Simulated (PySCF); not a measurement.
Isomers of C7H9NOSi, from PBE0-D3(BJ)/def2-SVP geometry optimisation, gas phase in PySCF. One conformer each, no zero-point energy, no frequencies.

**Question.** Which isomer lies lowest at this level?
A. `[SiH3:1][O:2]/[CH:3]=[CH:4]/[c:5]1[cH:6][cH:7][n:8][cH:9][cH:10]1` with Si1–O2–C3–C4 -171°, C3–C4–C5–C6 1°: A = 4589, B = 410.8, C = 379.1 MHz, dipole 3.80 D
B. `[CH2:1]=[C:2]([O:3][SiH3:4])[c:5]1[cH:6][cH:7][cH:8][cH:9][n:10]1` with C1–C2–O3–Si4 1°, C1–C2–C5–C6 -179°: A = 3151, B = 626.3, C = 525.7 MHz, dipole 1.46 D
C. `[CH2:1]=[N:2][c:3]1[cH:4][cH:5][c:6]([O:7][SiH3:8])[cH:9][cH:10]1` with C1–N2–C3–C4 36°, C5–C6–O7–Si8 179°: A = 4382, B = 523.6, C = 474.3 MHz, dipole 1.03 D

**Answer.** B. That is `c1cnc(C(O[SiH3])=C)cc1`, 4.3 kcal/mol below the next.

```tsv
SMILES	mapped SMILES	E (Eh)	relative (kcal/mol)	relative (kJ/mol)	dipole (D)
C=C(O[SiH3])c1ccccn1	[CH2:1]=[C:2]([O:3][SiH3:4])[c:5]1[cH:6][cH:7][cH:8][cH:9][n:10]1	-690.67953	0.0	0.0	1.46
C=Nc1ccc(O[SiH3])cc1	[CH2:1]=[N:2][c:3]1[cH:4][cH:5][c:6]([O:7][SiH3:8])[cH:9][cH:10]1	-690.67263	4.3	18.1	1.03
[SiH3]O/C=C/c1ccncc1	[SiH3:1][O:2]/[CH:3]=[CH:4]/[c:5]1[cH:6][cH:7][n:8][cH:9][cH:10]1	-690.67208	4.7	19.6	3.80
```
